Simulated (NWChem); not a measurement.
## Atomisation of C2H5BClN

SMILES: BCl.N#CC
```xyz
10

B      0.9525    -1.0072    -0.1417
H      1.4339    -1.4606     0.8788
H      1.7478    -0.8861    -1.0537
Cl    -0.6168    -1.8764    -0.6551
C     -0.2293     2.8765     0.8079
C      0.2007     1.5260     0.4881
N      0.5346     0.4565     0.2249
H     -1.3275     2.9344     0.7580
H      0.2006     3.5893     0.0878
H      0.0978     3.1468     1.8234
```
Charge 0, spin multiplicity 1.

All runs are NWChem calculations. The geometry was optimised at B3LYP/def2-SVP, a minimum by its harmonic frequencies.

Basis set: def2-TZVP. The atomisation energy is electronic alone: no zero-point, thermal, spin-orbit or counterpoise terms. No value is extrapolated to the basis-set limit. Free atoms are single determinants with multiplicities B 2, H 2, Cl 2, C 3, N 4. Correlated methods freeze the same cores in atoms and molecule, 9 orbitals in all.

B3LYP has NWChem's definition, with VWN1-RPA local correlation. The structure started from a generated list of species. No SCF solution was tested for a lower state. Open-shell Hartree-Fock references start from PBE0 orbitals.

Problem. For the atomisation energy, PBE gives 955.5 kcal/mol and BHandHLYP gives 897.2 kcal/mol. What do r2SCAN, HF, B3LYP give?

Solution. r2SCAN: 933.1 kcal/mol; HF: 676.1 kcal/mol; B3LYP: 926.9 kcal/mol.
